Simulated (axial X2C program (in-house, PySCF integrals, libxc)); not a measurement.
What spin–orbit coupling does to PbN⁻

All values were computed with an in-house relativistic program for diatomic molecules. Spin-free means the one-electron spin-free X2C Hamiltonian; two-component (2c) means X2C with spin–orbit coupling and atomic mean-field two-electron Coulomb and Gaunt terms, so the difference of the two also holds small scalar two-electron terms. Basis: Pb dyall-acv3z [13s15p11d8f1g], N dyall-av3z [7s7p3d2f] (cores contracted in-house); Gaussian nuclei, density fitting, unrestricted open shells. Masses: Pb 207.977 u, N 14.003 u.

Spin-free state: M_S = 0, Λ = 0 (closed shell); fragments Pb- + N.

```
level  Re (Å)  ωe (cm⁻¹)  De (eV)  μ (D)
 BLYP   1.998      676.0    3.972  -5.20
```

Dipoles are positive if N is the positive end and refer to the centre of mass.

Two-component determinant lowest at the distance of the search:

Ω = 0 (closed shell); fragments Pb + N-.

```json
{"level": "BLYP", "Re (Å)": "2.001", "ωe (cm⁻¹)": "663.3", "μ (D)": "-5.23"}
```

**Question.** From the two tables, how do the constants change at the BLYP level (2c against spin-free)?

**Answer.** At the BLYP level Re goes up by 0.003 Å and ωe falls by 12.7 cm⁻¹.

Occupations by symmetry block were frozen at the best pattern of an incomplete PBE0 search. The closed shell is kept restricted, so the energy runs too high when the bond is stretched far. Dissociation energies refer to the lowest single-determinant-based atoms at the same level and basis. De is not given where an atomic determinant may have missed its ground term or J level, or where the truncated virtual space spoils (T). The functionals have no current-density term, which raises determinants with orbital currents, atoms included. The highest occupied level of some functionals is positive through self-interaction error; at Hartree–Fock it is bound.
